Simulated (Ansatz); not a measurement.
Geometry optimisation, RKS PBE0-D4/def2-mTZVP (Ansatz 0.2.0).

Input file:

```yaml
crystal:
  periodic: [false, false, false]
  atoms:
    - { symbol: B, position_ang: [-0.7593, -0.5557, -0.1225] }
    - { symbol: Br, position_ang: [-0.4366, 0.7794, -2.067] }
    - { symbol: H, position_ang: [-1.7307, -0.1517, 0.3706] }
    - { symbol: H, position_ang: [-0.5601, -1.6641, -0.4073] }
    - { symbol: H, position_ang: [0.7845, 0.9673, -0.5023] }
    - { symbol: "N", position_ang: [0.6958, 0.2246, 0.5992] }
    - { symbol: H, position_ang: [1.4995, -0.3749, 0.7069] }
    - { symbol: H, position_ang: [0.5069, 0.775, 1.4223] }
basis:
  gaussian: { orbitals: def2-mTZVP }
hamiltonian:
  xc: pbe0
  dispersion: d4
relax:
  f_tol: 0.15
  max_steps: 25
  restrain:
    - { distance: [0, 5], at: 1.55, k: 30.0 }
    - { distance: [4, 1], at: 1.51, k: 30.0 }
    - { distance: [0, 1], at: 3.34, k: 30.0 }
    - { distance: [4, 5], at: 2.32, k: 30.0 }
output:
  orbitals: {}
```

Launched with:

```bash
$ ansatz run input.yaml --threads 2 --pin off --max-ram 3072MiB --backend cpu --events-out ev --progress --plain --runs-dir out
```

Task: Where does it end, and by what steps?

Result: It converged. The restraints hold the end off the free minimum. After 9 steps the energy has fallen by 0.629 eV (the restraints' own energy left out); H5 moved furthest, 0.74 Å. Parted: B1–Br2. Joined: Br2–H5.

```
step  energy less start (eV)  largest force component (eV/Å)  accepted
   0                  0.0000                           4.146       yes
   1                  0.6050                           3.172       yes
   2                  0.2277                           3.374       yes
   3                 -0.3989                           2.067       yes
   4                 -0.5246                           1.949       yes
   5                 -0.5729                           1.921       yes
   6                 -0.6077                           1.927       yes
   7                 -0.6176                           2.054       yes
   8                 -0.6063                           1.869       yes
   9                 -0.6288                           2.001       yes
```

```xyz
8
Properties=species:S:1:pos:R:3
B -0.627 -0.652 0.274
Br -0.206 1.212 -2.473
H -1.684 -0.144 0.475
H -0.467 -1.616 -0.406
H 0.454 1.001 -1.163
N 0.558 -0.050 0.899
H 1.474 -0.468 0.843
H 0.497 0.716 1.552
```

Whether the end is a true minimum wasn't checked by a vibrational analysis.

Time of the run: 15 s on 2 threads of AMD EPYC 7R13 Processor (Zen 3), on a shared host, peak memory 0.19 GiB.
